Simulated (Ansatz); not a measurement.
Reaction (ligand exchange at the Si–Cl bond): `O[Si](F)([SiH3])Cl` + H–F → `O[Si](F)(F)[SiH3]` + HCl

Computed with Ansatz on PBE0-D4/def2-TZVP structures; ΔE is electronic, products minus reactants. CBS: MP2 limit from def2 TZ/QZ plus the TZ coupled-cluster correction, frozen cores. This one scheme is used for every species. One conformer a species, not always the lowest.

| level | ΔE (kJ/mol) |
| --- | --- |
| HF/def2-TZVPP | -63.8 |
| SCS-MP2/def2-QZVPP | -49.4 |

What does CCSD(T)/CBS give? (Best estimate.)

Computed: -46.8 kJ/mol. The listed levels differ from it by -17.0, -2.6 kJ/mol.

Largest T1 diagnostic among the species: 0.013.

The D4 term adds +6.8 kJ/mol with B3LYP and +3.7 kJ/mol with PBE0; it sums over pairs of atoms, weighted by their polarisabilities, and B3LYP, whose exchange is more repulsive, gets the larger term. At CCSD(T), def2-SVP lies −3.9 kJ/mol from the extrapolated value and def2-TZVPP −4.7 kJ/mol.

B3LYP here is the variant with VWN-RPA as its local correlation; programs differ in this.
